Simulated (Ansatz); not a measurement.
Reactions of CH$_{7}$AlOSn (`[CH3][SnH]([OH])[AlH2]`).

Gas-phase electronic energies from Ansatz, PBE0-D4/def2-TZVP geometries. CCSD(T)/CBS is the MP2 limit (def2-TZVPP, def2-QZVPP) plus CCSD(T) − MP2 in def2-TZVPP, frozen cores. This one scheme is used for every species. DFT in def2-TZVPP. Elements past krypton have def2 core potentials. For Br, Ge, Sn outer-core shells are correlated without core-valence functions, which leaves a few kJ/mol of doubt a bond. Scalar relativity is left out up to krypton. One conformer a species, not always the lowest.

| reaction | PBE-D4 (eV) |
| --- | --- |
| `[CH3][SnH]([OH])[AlH2]` + HBr → `[CH3][SnH]([OH])[Br]` + `[AlH3]` | -0.72 |
| `[CH3][SnH]([OH])[AlH2]` + CH₄ → `[CH3][SnH]([CH3])[OH]` + `[AlH3]` | 0.72 |
| `[CH3][SnH]([OH])[AlH2]` + `O[SiH](F)[O][GeH3]` → `CO[SiH](F)[O][GeH3]` + `[OH][SnH2][AlH2]` | 0.86 |
| `[CH3][SnH]([OH])[AlH2]` + `C[S][Ge][SH]` → `C[S][Ge][S]C` + `[OH][SnH2][AlH2]` | 0.36 |

**Question.** Give the CCSD(T)/CBS values in the same order. (Estimate.)

**Answer.** Ansatz gave: -0.86, 0.58, 0.95, 0.44 eV.

Largest T1 diagnostic: 0.014, for `C[S][Ge][SH]`.
